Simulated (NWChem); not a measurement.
C4H6O; SMILES C1=CCOC1

```xyz
11

C      0.0000    -0.6656     1.0439
C      0.0000     0.6656     1.0439
C      0.0000     1.1719    -0.3735
O      0.0000     0.0000    -1.1909
C      0.0000    -1.1719    -0.3735
H      0.0000    -1.3178     1.9107
H      0.0000     1.3178     1.9107
H      0.8867     1.7857    -0.6021
H     -0.8867     1.7857    -0.6021
H      0.8867    -1.7857    -0.6021
H     -0.8867    -1.7857    -0.6021
```
Atoms are numbered in this order, from 1.

Program: NWChem. Pople sets run with spherical d functions. Geometry: optimised at B3LYP/6-31G* (spherical d). Level: B3LYP/6-31G* with SMD (1 M gas to 1 M solution), gas-phase geometry.

Q: Predict the results for solvent water. Quantities: solvation free energy (kcal/mol); cavity-dispersion-structure term (kcal/mol); dipole in solution (D).

A: 
| Item | Result |
|---|---|
| solvation free energy (kcal/mol) | -2.6 |
| cavity-dispersion-structure term (kcal/mol) | 2.5 |
| dipole in solution (D) | 2.24 |
